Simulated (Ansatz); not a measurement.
Bonds to the group Y in Y-Sn(OH)3. All species are isolated molecules in the gas phase. Each species was relaxed from one start; no search for lower structures was made at this level. In the def2 sets, heavy atoms carry core potentials. Strings in code marks are SMILES.

Method: B3LYP-D3(BJ)/def2-TZVP // PBE0-D3(BJ)/def2-SVP run with Ansatz (a first-principles code). B3LYP has the VWN-RPA correlation part, as in Gaussian. 

A: Y = ethyl (`C[CH2][Sn]([OH])([OH])[OH]`)
B: Y = but-3-enyl (`[OH][Sn]([CH2]CC=C)([OH])[OH]`)
C: Y = n-butyl
D: Y = isopropyl (`[Sn]([CH](C)C)([OH])([OH])[OH]`)
E: Y = cyclopentyl
F: Y = trifluoromethyl

Task: A design calls for the lowest LUMO in this set. Which member fits?

Result: F (-2.10 eV); next is B (-1.35 eV).
